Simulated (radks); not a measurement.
Results of a calculation; reference values are marked as such.
Ru I, 44 electrons, occupied as [Kr] 4d7 5s1 (the NIST ground configuration). Code: a radial shooting solver on a logarithmic mesh with Libxc functionals. Model: Dirac Kohn-Sham, B86b exchange with PBE correlation, spin-unpolarised, spherical densities, point nucleus; open shells fill j = l - 1/2 first.

Unscreened Slater integrals over Kohn-Sham orbitals (cm^-1). Large and small components are both included. Empty in this configuration: 5p1/2.

\begin{tabular}{lr}
integral & value \\ \hline
F0(5s1/2,5s1/2) & 58739 \\
F0(5s1/2,4d5/2) & 71898 \\
G2(5s1/2,4d5/2) & 14551 \\
F0(5s1/2,4d3/2) & 72102 \\
G2(5s1/2,4d3/2) & 14103 \\
F0(5s1/2,4p3/2) & 75551 \\
G1(5s1/2,4p3/2) & 4140.8 \\
F0(5s1/2,5p1/2) & 45827 \\
G1(5s1/2,5p1/2) & 26228 \\
F0(4d5/2,4d5/2) & 117820 \\
F2(4d5/2,4d5/2) & 56616 \\
F4(4d5/2,4d5/2) & 36322 \\
F0(4d5/2,4d3/2) & 118760 \\
F2(4d5/2,4d3/2) & 57121 \\
G2(4d5/2,4d3/2) & 57100 \\
G4(4d5/2,4d3/2) & 36652 \\
F0(4d5/2,4p3/2) & 138920 \\
F2(4d5/2,4p3/2) & 65310 \\
G1(4d5/2,4p3/2) & 80580 \\
G3(4d5/2,4p3/2) & 48745 \\
F0(4d5/2,5p1/2) & 50889 \\
G3(4d5/2,5p1/2) & 4730.8 \\
F0(4d3/2,4d3/2) & 119720 \\
F2(4d3/2,4d3/2) & 57648 \\
F0(4d3/2,4p3/2) & 140370 \\
F2(4d3/2,4p3/2) & 66393 \\
G1(4d3/2,4p3/2) & 82238 \\
G3(4d3/2,4p3/2) & 49773 \\
F0(4d3/2,5p1/2) & 50963 \\
G1(4d3/2,5p1/2) & 6366.8 \\
F0(4p3/2,4p3/2) & 173610 \\
F2(4p3/2,4p3/2) & 90913 \\
F0(4p3/2,5p1/2) & 52171 \\
G2(4p3/2,5p1/2) & 1458.1 \\
F0(5p1/2,5p1/2) & 38811 \\
\end{tabular}
